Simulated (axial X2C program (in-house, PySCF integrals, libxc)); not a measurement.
**CPrO: the levels of the configuration f(δφ)1 f(π)0**

Calculated with an in-house all-electron X2C program for linear molecules (integrals from PySCF): two-component X2C with atomic mean-field Coulomb and Gaunt terms, basis C dyall-v3z, Pr dyall-v3z, O dyall-v3z (cores contracted in-house). Orbitals come from Hartree–Fock averaged over the configuration Pr f(δφ)1 f(π)0; CI then distributes these electrons over the f(δφ), f(π) shells of Pr.

C–Pr–O held linear, bonds 2.102 and 1.720 Å (the second held) (near the minimum of the configuration average).

Active spinors (ω > 0):

| shell | ω | ε (eV) | character |
| --- | --- | --- | --- |
| f(δφ) | 3/2 | 7.32 | 100% Pr f |
| f(δφ) | 5/2 | 7.44 | 100% Pr f |
| f(δφ) | 5/2 | 7.68 | 100% Pr f |
| f(δφ) | 7/2 | 7.82 | 100% Pr f |
| f(π) | 1/2 | 4.80 | 46% Pr f, 41% Pr d, 6% C p |
| f(π) | 3/2 | 4.88 | 64% Pr f, 27% Pr d, 3% C p |

Lowest levels of this model:

| Ω | energy (cm⁻¹) | g∥ | μ (D) | configuration |
| --- | --- | --- | --- | --- |
| 5/2 | 0 | 4.14 | 2.31 | 100% f(δφ)1 |
| 3/2 | 1880 | 2.03 | 2.32 | 100% f(δφ)1 |
| 7/2 | 2613 | 8.00 | 2.31 | 100% f(δφ)1 |
| 5/2 | 4016 | 5.86 | 2.31 | 100% f(δφ)1 |

g∥ is the magnitude of 2⟨Lz + ge Sz⟩ for the +Ω component. μ is positive if the O end is positive.

Task: From Ω and g∥ of the lowest level, whose 2⟨Lz + ge Sz⟩ is positive, find ⟨Sz⟩ and ⟨Lz⟩ (ge = 2.0023).

Result: Ω = ⟨Lz⟩ + ⟨Sz⟩ = 5/2 and ⟨Lz⟩ + ge⟨Sz⟩ = 2.070, so ⟨Sz⟩ = -0.43 and ⟨Lz⟩ = 2.93.

Occupations of the active spinors in the lowest level by ω, shell by shell in order of energy: -7/2: 0.00; -5/2: 0.00 0.00; -3/2: 0.00 0.00; -1/2: 0.00; 1/2: 0.00; 3/2: 0.00 0.00; 5/2: 0.63 0.37; 7/2: 0.00. The leading determinant has weight 0.63 among 2.

This point took 3.8 s on 1 thread of Arm Neoverse V1, on a shared host.

There is no dynamic correlation: spin–orbit spacings and, for f shells, spacings inside one term are the most reliable numbers, splittings between terms come out too wide, and energies between configurations are not reliable, so the lowest level need not be the ground state of the molecule. At most 6 roots were kept for each Ω > 0 (twice that for Ω = 0) within 3.5 eV of the lowest, so higher up levels can be missing between those listed; levels with Ω > 0 are doubly degenerate and listed once, Ω = 0 levels singly. Some active spinors are only partly of the character that their shell is named for, so the shell names and counts are nominal. States that fill the shells left empty in the average are placed too high. The molecule was held linear; bending was not examined.
